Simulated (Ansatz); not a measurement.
Geometry optimisation, RKS PBE0/def2-SVP (Ansatz 0.2.0).

input.yaml

```yaml
crystal:
  periodic: [false, false, false]
  atoms:
    - { symbol: Al, position_ang: [0.0, 0.0, 0.0] }
    - { symbol: H, position_ang: [0.0, 0.0, 1.91] }
    - { symbol: Cl, position_ang: [1.9312, 0.0, -1.115] }
    - { symbol: Cl, position_ang: [-1.9312, 0.0, -1.115] }
    - { symbol: O, position_ang: [0.0869, -1.972, 0.6559] }
    - { symbol: Al, position_ang: [-0.7289, -3.3458, -0.1287] }
    - { symbol: H, position_ang: [0.021, -4.7026, -0.3023] }
    - { symbol: H, position_ang: [-2.1939, -3.1929, -0.6426] }
    - { symbol: H, position_ang: [0.0439, -0.9965, 1.8084] }
basis:
  gaussian: { orbitals: def2-SVP }
hamiltonian:
  xc: pbe0
relax:
  f_tol: 0.15
  max_steps: 25
  restrain:
    - { distance: [0, 4], at: 2.98, k: 30.0 }
    - { distance: [8, 1], at: 1.86, k: 30.0 }
    - { distance: [0, 1], at: 1.56, k: 30.0 }
    - { distance: [8, 4], at: 1.01, k: 30.0 }
```

Launched with:

```bash
$ ansatz run input.yaml --threads 2 --pin off --max-ram 3072MiB --backend cpu --events-out ev --progress --plain --runs-dir out
```

Problem. Where does it end, and by what steps?

Solution. The run converged. The restraints hold the end off the free minimum. After 14 steps the energy has fallen by 1.454 eV (the restraints' own energy left out); H8 moved furthest, 1.31 Å. Parted: Al1–O5 (2.08 → 2.96 Å). Joined: O5–H9 (1.51 → 0.99 Å).

| step | energy less start (eV) | largest force component (eV/Å) | accepted |
| --- | --- | --- | --- |
| 0 | 0.0000 | 4.182 | yes |
| 1 | 0.1011 | 3.605 | yes |
| 2 | -0.5781 | 3.276 | yes |
| 3 | -0.9841 | 1.855 | yes |
| 4 | -1.0074 | 4.052 | yes |
| 5 | -1.1753 | 1.860 | yes |
| 6 | -1.2985 | 1.396 | yes |
| 7 | -1.3462 | 1.217 | yes |
| 8 | -1.3639 | 1.016 | yes |
| 9 | -1.3657 | 1.110 | yes |
| 10 | -1.4138 | 1.147 | yes |
| 11 | -1.4381 | 0.968 | yes |
| 12 | -1.4475 | 0.988 | yes |
| 13 | -1.4503 | 1.035 | yes |
| 14 | -1.4540 | 1.145 | yes |

```xyz
9
Properties=species:S:1:pos:R:3
Al 0.190 0.378 -0.116
H -0.238 0.140 1.370
Cl 2.039 1.205 -0.656
Cl -1.214 -0.019 -1.640
O 0.167 -2.429 0.825
Al -0.924 -3.575 0.128
H -0.246 -4.587 -0.879
H -2.442 -3.599 0.582
H -0.104 -1.724 1.457
```

Time of the run: 46 s on 2 threads of Arm Neoverse V2 (shared host), peak memory 0.2 GiB.
